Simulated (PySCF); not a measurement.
Bonds (- single, = double, # triple, : aromatic): Si1-O2, O2-Si3, Si3-O4, O4-Si5, Si3-O6, O6-Si7. Si1 carries H8, H9, H10; Si3 carries H11; Si5 carries H12, H13, H14; Si7 carries H15, H16, H17.

Geometry: PBE0-D3(BJ)/def2-SVP; GIAO absolute shieldings from PySCF 2.14, gas phase, non-relativistic, averaged over equivalent atoms.

At PBE0/pcSseg-1 (197 basis functions, 28 s wall time on 1 thread of an Arm Neoverse V2, shared host):
```csv
atoms,σ (ppm)
Si1/Si5/Si7,391.3
Si3,424.8
O2/O4/O6,279.3
H8/H9/H10/H12/H13/H14/H15/H16/H17,26.10
H11,27.09
```

Estimate the result of repeating the calculation with B97-2/pcSseg-1.

Results:


```csv
atoms,σ at B97-2/pcSseg-1,change
Si1/Si5/Si7,398.4,+7.1
Si3,433.3,+8.5
O2/O4/O6,280.8,+1.5
H8/H9/H10/H12/H13/H14/H15/H16/H17,26.34,+0.24
H11,27.28,+0.19
```

The largest change is at Si3 (silicon bonded to 3 O, H). Cost: 197 basis functions, 25 s wall time on 1 thread of an Arm Neoverse V2, shared host.
